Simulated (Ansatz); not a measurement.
Steps of a relaxation of C$_{2}$H$_{2}$OTe with RKS PBE0-D4/def2-TZVP.

```sh
$ ansatz run in.yaml --threads 2 --pin off --events-out ev --progress --plain --max-ram 4352MiB
```

```yaml
crystal:
  periodic: [false, false, false]
  atoms:
    - {symbol: Te, position_ang: [-1.261370, -0.195808, -1.369744]}
    - {symbol: C, position_ang: [0.348413, 0.226691, -0.281737]}
    - {symbol: C, position_ang: [0.530874, -0.235881, 1.060265]}
    - {symbol: O, position_ang: [0.038253, 0.402391, 2.001938]}
    - {symbol: H, position_ang: [-0.867177, 0.837103, -2.663061]}
    - {symbol: H, position_ang: [1.253007, -1.098495, 1.206140]}
basis:
  gaussian: {orbitals: def2-TZVP}
hamiltonian: {xc: pbe0, dispersion: d4}
relax: {f_tol: 0.005, max_steps: 150}
```

Positions (Å) and forces (eV/Å) along the path, 14 of 14 steps:

```xyz
6
step=1 energy=-11440.5449 eV
Te   -1.261   -0.196   -1.370    0.623    0.371    0.137
C     0.348    0.227   -0.282   -0.343   -0.230   -0.043
C     0.531   -0.236    1.060   -0.404    0.512    0.569
O     0.038    0.402    2.002    0.638   -0.864   -0.949
H    -0.867    0.837   -2.663   -0.050   -0.314    0.364
H     1.253   -1.098    1.206   -0.465    0.525   -0.079
6
step=2 energy=-11440.5902 eV
Te   -1.250   -0.187   -1.324   -0.051   -0.119    0.123
C     0.340    0.287   -0.288    0.212   -0.195    0.087
C     0.516   -0.219    1.030   -0.218    0.381    0.307
O     0.039    0.373    1.993    0.233   -0.348   -0.170
H    -0.814    0.771   -2.596   -0.047    0.147   -0.305
H     1.211   -1.088    1.139   -0.128    0.134   -0.043
6
step=3 energy=-11440.6032 eV
Te   -1.230   -0.179   -1.328   -0.033   -0.104    0.136
C     0.354    0.289   -0.277    0.129   -0.065   -0.135
C     0.522   -0.214    1.044   -0.291    0.171    0.067
O     0.044    0.362    2.009    0.125   -0.119    0.072
H    -0.847    0.770   -2.639    0.046    0.083   -0.101
H     1.199   -1.092    1.145    0.024    0.035   -0.040
6
step=4 energy=-11440.5940 eV rejected
Te   -1.220   -0.176   -1.332   -0.114   -0.016   -0.039
C     0.358    0.286   -0.269   -0.067   -0.106   -0.230
C     0.492   -0.230    1.050    0.387    0.545    0.122
O     0.066    0.362    2.026   -0.182   -0.186    0.123
H    -0.857    0.772   -2.664    0.070   -0.024    0.074
H     1.204   -1.079    1.142   -0.095   -0.213   -0.049
6
step=5 energy=-11440.6080 eV
Te   -1.224   -0.179   -1.325   -0.054   -0.031    0.011
C     0.357    0.294   -0.274    0.077   -0.042   -0.148
C     0.513   -0.213    1.047   -0.117    0.214    0.037
O     0.053    0.356    2.022    0.012   -0.072    0.131
H    -0.849    0.766   -2.651    0.036    0.003    0.008
H     1.192   -1.088    1.136    0.045   -0.072   -0.038
6
step=6 energy=-11440.6161 eV
Te   -1.225   -0.177   -1.318   -0.050   -0.006   -0.022
C     0.349    0.323   -0.268    0.066   -0.043   -0.033
C     0.502   -0.194    1.052   -0.084    0.146   -0.033
O     0.074    0.335    2.060   -0.002   -0.030    0.102
H    -0.827    0.733   -2.662    0.012   -0.004    0.003
H     1.170   -1.085    1.089    0.057   -0.063   -0.017
6
step=7 energy=-11440.6189 eV
Te   -1.228   -0.171   -1.312   -0.027    0.026   -0.054
C     0.339    0.355   -0.259    0.034   -0.077    0.139
C     0.488   -0.173    1.060   -0.057    0.123    0.101
O     0.098    0.310    2.107    0.082   -0.115   -0.217
H    -0.804    0.696   -2.679   -0.005   -0.019    0.027
H     1.149   -1.081    1.037   -0.026    0.062    0.004
6
step=8 energy=-11440.6195 eV
Te   -1.238   -0.160   -1.313    0.029    0.016    0.002
C     0.335    0.344   -0.255   -0.050    0.002   -0.045
C     0.486   -0.172    1.061   -0.048    0.079    0.250
O     0.099    0.306    2.113    0.092   -0.118   -0.249
H    -0.797    0.690   -2.685    0.006   -0.009    0.028
H     1.157   -1.072    1.032   -0.030    0.031    0.014
6
step=9 energy=-11440.6191 eV rejected
Te   -1.244   -0.161   -1.311    0.054    0.026   -0.005
C     0.328    0.348   -0.255   -0.023   -0.006   -0.045
C     0.484   -0.167    1.062    0.109   -0.178   -0.258
O     0.104    0.301    2.111   -0.102    0.144    0.318
H    -0.784    0.684   -2.677   -0.027   -0.008   -0.004
H     1.154   -1.069    1.025   -0.011    0.022   -0.006
6
step=10 energy=-11440.6201 eV
Te   -1.240   -0.164   -1.320    0.022    0.007    0.030
C     0.327    0.342   -0.255   -0.027   -0.006    0.013
C     0.486   -0.171    1.063   -0.017    0.035    0.043
O     0.106    0.307    2.114    0.018   -0.031   -0.080
H    -0.793    0.693   -2.682    0.006   -0.002   -0.003
H     1.156   -1.071    1.033   -0.002   -0.002   -0.001
6
step=11 energy=-11440.6202 eV
Te   -1.240   -0.161   -1.315    0.007   -0.003    0.007
C     0.327    0.347   -0.253    0.011   -0.004   -0.017
C     0.487   -0.170    1.062   -0.039   -0.014    0.000
O     0.105    0.303    2.114    0.010    0.009    0.012
H    -0.791    0.687   -2.682   -0.002    0.006    0.000
H     1.154   -1.071    1.029    0.012    0.005   -0.002
6
step=12 energy=-11440.6199 eV rejected
Te   -1.239   -0.161   -1.314   -0.021   -0.002   -0.029
C     0.327    0.347   -0.254   -0.001   -0.016   -0.020
C     0.482   -0.172    1.062    0.094    0.035   -0.010
O     0.106    0.304    2.113   -0.045    0.000    0.058
H    -0.790    0.687   -2.681   -0.006    0.002    0.003
H     1.155   -1.069    1.028   -0.021   -0.019   -0.002
6
step=13 energy=-11440.6202 eV
Te   -1.239   -0.163   -1.316    0.004    0.002    0.002
C     0.328    0.345   -0.255   -0.003   -0.002   -0.004
C     0.485   -0.171    1.062   -0.002    0.004    0.007
O     0.105    0.305    2.113    0.001   -0.003   -0.005
H    -0.791    0.690   -2.681   -0.001    0.000    0.000
H     1.155   -1.070    1.030    0.001   -0.001    0.000
6
step=14 energy=-11440.6202 eV
Te   -1.239   -0.162   -1.316    0.003    0.001    0.002
C     0.328    0.345   -0.255   -0.002   -0.001   -0.002
C     0.485   -0.171    1.062   -0.002    0.003    0.004
O     0.104    0.305    2.113    0.001   -0.002   -0.005
H    -0.792    0.690   -2.681   -0.001    0.000    0.000
H     1.155   -1.070    1.030    0.000    0.000    0.000
```

It took 45 s on 2 threads of an Arm Neoverse V1 on a shared host, with 0.31 GiB of host memory at the peak.
